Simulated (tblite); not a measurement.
Species: C₄H₄F₄.
Numbering: `[F:1]/[CH:2]=[C:3](/[F:4])[CH2:5][CH:6]([F:7])[F:8]` (hydrogens: H9 on C2; H10, H11 on C5; H12 on C6)

Computed with GFN2-xTB (tblite), gas phase: L-BFGS steps from a force-field or distance-geometry start until the largest atomic force falls under 0.01 eV/Å.

Step 12: E = -802.9600 eV
```
atom  x, y, z in Å  |  force x, y, z in eV/Å
F1     -2.0909    0.3252   -1.4737    0.004   0.030  -0.029
C2     -1.9516   -0.3485   -0.3298    0.005  -0.014   0.001
C3     -0.8675   -0.2037    0.4170   -0.006   0.009  -0.022
F4     -0.7808   -0.9023    1.5662   -0.018  -0.026   0.014
C5      0.3062    0.6726    0.1346    0.030   0.028  -0.004
C6      1.5921   -0.1418   -0.0012    0.007  -0.004  -0.010
F7      1.5596   -0.9020   -1.1193    0.012  -0.003   0.003
F8      2.6507    0.6905   -0.1332    0.007  -0.004  -0.012
H9     -2.7907   -0.9843   -0.1028   -0.028  -0.051   0.048
H10     0.1308    1.2179   -0.7936    0.025   0.024  -0.007
H11     0.4540    1.3798    0.9542   -0.007   0.020   0.014
H12     1.7895   -0.8041    0.8556   -0.031  -0.008   0.004
```

Step 13: E = -802.9604 eV
```
atom  x, y, z in Å  |  force x, y, z in eV/Å
F1     -2.0960    0.3239   -1.4737    0.006   0.028  -0.029
C2     -1.9525   -0.3490   -0.3299   -0.009  -0.017  -0.018
C3     -0.8667   -0.2031    0.4138   -0.010   0.018   0.007
F4     -0.7802   -0.9005    1.5639   -0.012  -0.033   0.017
C5      0.3068    0.6741    0.1341    0.027   0.023  -0.009
C6      1.5911   -0.1419   -0.0015    0.029  -0.007  -0.006
F7      1.5610   -0.9033   -1.1183   -0.003  -0.003  -0.008
F8      2.6512    0.6884   -0.1325    0.013   0.006  -0.011
H9     -2.7896   -0.9875   -0.1010   -0.017  -0.041   0.045
H10     0.1340    1.2227   -0.7920    0.014   0.026  -0.026
H11     0.4555    1.3792    0.9553   -0.012   0.017   0.020
H12     1.7864   -0.8035    0.8559   -0.028  -0.018   0.018
```

**Question.** Estimate the geometry and energy of step 14. (The exact step hangs on the optimiser's Hessian estimate; all steps are aligned on step 13, rigid shifts and turns removed.)

**Answer.** E = -802.9607 eV, largest force 0.041 eV/Å
```
atom  x, y, z in Å  |  force x, y, z in eV/Å
F1     -2.1011    0.3230   -1.4742    0.004   0.014  -0.013
C2     -1.9536   -0.3499   -0.3304   -0.016  -0.015  -0.029
C3     -0.8662   -0.2021    0.4106   -0.014   0.022   0.030
F4     -0.7798   -0.8993    1.5617   -0.006  -0.029   0.006
C5      0.3079    0.6760    0.1334    0.011   0.012  -0.011
C6      1.5906   -0.1421   -0.0017    0.038  -0.006   0.001
F7      1.5625   -0.9048   -1.1176   -0.015  -0.002  -0.015
F8      2.6521    0.6863   -0.1320    0.020   0.011  -0.008
H9     -2.7886   -0.9915   -0.0982    0.006  -0.017   0.033
H10     0.1377    1.2280   -0.7908    0.006   0.022  -0.034
H11     0.4569    1.3788    0.9568   -0.015   0.010   0.017
H12     1.7828   -0.8032    0.8564   -0.020  -0.022   0.024
```

The energy changes by -0.0004 eV. The first-order estimate −F·Δx gives -0.0005 eV and the mean of the old and new forces, exact on a quadratic surface, -0.0004 eV. The step makes an angle of 70° with the force vector and moves no atom by more than 0.007 Å.

The cost below is that of the whole relaxation. The run took 0.12 s of wall time on one thread of an Arm Neoverse V1 (shared host).
